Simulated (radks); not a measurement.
Task: Isoelectronic series with 8 electrons, each ion in its NIST ground configuration. All-electron calculation, scalar-relativistic Kohn-Sham, BLYP, spin-unpolarised, spherical densities, point nucleus. Program: a radial shooting solver on a logarithmic mesh with Libxc functionals. Total energies (hartree) and mean radii <r> (bohr):

| ion | configuration | E (hartree) | 2p | 2s | 1s |
|---|---|---|---|---|---|
| Cr16+ | [He] 2s2 2p4 | -885.88098 | 0.2440 | 0.2797 | 0.06340 |
| Mn17+ | [He] 2s2 2p4 | -967.07355 | 0.2324 | 0.2669 | 0.06076 |
| Fe18+ | [He] 2s2 2p4 | -1051.91899 | 0.2219 | 0.2552 | 0.05832 |
| Co19+ | [He] 2s2 2p4 | -1140.43072 | 0.2123 | 0.2444 | 0.05606 |
| Ni20+ | [He] 2s2 2p4 | -1232.62284 | 0.2035 | 0.2345 | 0.05397 |
| Cu21+ | [He] 2s2 2p4 | -1328.51008 | 0.1953 | 0.2253 | 0.05202 |
| Zn22+ | [He] 2s2 2p4 | -1428.10782 | 0.1878 | 0.2168 | 0.05020 |
| Ga23+ | [He] 2s2 2p4 | -1531.43216 | 0.1808 | 0.2089 | 0.04849 |
| As25+ | [He] 2s2 2p4 | -1749.32835 | 0.1683 | 0.1947 | 0.04540 |
| Se26+ | [He] 2s2 2p4 | -1863.93585 | 0.1626 | 0.1882 | 0.04399 |

Estimate the row of Ge24+ ([He] 2s2 2p4).

Result: E (hartree) -1638.49985; 2p 0.1743; 2s 0.2015; 1s 0.04690.
